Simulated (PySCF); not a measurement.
Correlation energy of P⁺ (phosphorus, charge +1)

[Ne] 3s2 3p2, high-spin 3P determinant. All numbers are calculated (PySCF 2.14, scalar relativity by spin-free X2C-1e, in aug-cc-pCVTZ-DK). Frozen: [Ne]; 4 electrons correlated.

MP2 pair energies summed by pair of shells (mhartree):

```csv
pair,energy,share (%)
3s-3p,-39.50,62.2
3s-3s,-17.45,27.5
3p-3p,-6.57,10.3
```

Total MP2 correlation energy: -63.52 mhartree.

Same-spin part -10.72 and opposite-spin part -52.80 mhartree; SCS-MP2 scales them by 1/3 and 6/5 to -66.93 mhartree.
